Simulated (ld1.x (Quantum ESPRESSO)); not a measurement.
**An all-electron radial function and its pseudo partner (fluorine)**

Columns: radius, all-electron u(r) and pseudo u(r) of the 2s shell (level -67.99 eV) of fluorine in the configuration [He] 2s2 2p3; PBE, scalar-relativistic, PAW scheme, ld1.x (Quantum ESPRESSO) 7.5.

```json
{"r (bohr)": "0.075", "all-electron": "0.4814", "pseudo": "-0.1869"}
{"r (bohr)": "0.150", "all-electron": "0.3788", "pseudo": "-0.3672"}
{"r (bohr)": "0.225", "all-electron": "0.0779", "pseudo": "-0.5350"}
{"r (bohr)": "0.300", "all-electron": "-0.2520", "pseudo": "-0.6851"}
{"r (bohr)": "0.375", "all-electron": "-0.5410", "pseudo": "-0.8137"}
{"r (bohr)": "0.450", "all-electron": "-0.7663", "pseudo": "-0.9183"}
{"r (bohr)": "0.525", "all-electron": "-0.9253", "pseudo": "-0.9976"}
{"r (bohr)": "0.600", "all-electron": "-1.0244", "pseudo": "-1.0514"}
{"r (bohr)": "0.675", "all-electron": "-1.0737", "pseudo": "-1.0801"}
{"r (bohr)": "0.750", "all-electron": "-1.0841", "pseudo": "-1.0845"}
{"r (bohr)": "0.825", "all-electron": "-1.0652", "pseudo": "-1.0652"}
{"r (bohr)": "0.900", "all-electron": "-1.0255", "pseudo": "-1.0255"}
{"r (bohr)": "0.975", "all-electron": "-0.9718", "pseudo": "-0.9718"}
{"r (bohr)": "1.050", "all-electron": "-0.9093", "pseudo": "-0.9093"}
{"r (bohr)": "1.125", "all-electron": "-0.8422", "pseudo": "-0.8422"}
{"r (bohr)": "1.200", "all-electron": "-0.7734", "pseudo": "-0.7734"}
{"r (bohr)": "1.275", "all-electron": "-0.7053", "pseudo": "-0.7053"}
{"r (bohr)": "1.350", "all-electron": "-0.6394", "pseudo": "-0.6394"}
{"r (bohr)": "1.425", "all-electron": "-0.5768", "pseudo": "-0.5768"}
{"r (bohr)": "1.500", "all-electron": "-0.5180", "pseudo": "-0.5180"}
{"r (bohr)": "1.575", "all-electron": "-0.4635", "pseudo": "-0.4635"}
{"r (bohr)": "1.650", "all-electron": "-0.4133", "pseudo": "-0.4133"}
{"r (bohr)": "1.725", "all-electron": "-0.3676", "pseudo": "-0.3676"}
{"r (bohr)": "1.800", "all-electron": "-0.3261", "pseudo": "-0.3261"}
{"r (bohr)": "1.875", "all-electron": "-0.2885", "pseudo": "-0.2885"}
{"r (bohr)": "1.950", "all-electron": "-0.2548", "pseudo": "-0.2548"}
```

**Question.** How many radial nodes do the two functions have?

**Answer.** The all-electron 2s function has n − l − 1 = 1; the pseudo-wave has 0, since the states of the same l below it are removed with the core.

**Question.** At about which radius was the pseudo-wave matched?

**Answer.** 0.80 bohr, where the columns begin to agree (steps of 0.07 bohr).

**Question.** Is the pseudo-wave norm-conserving?

**Answer.** No, it belongs to a PAW set: the norm inside the radius is not constrained, and the difference is carried by the augmentation charge.
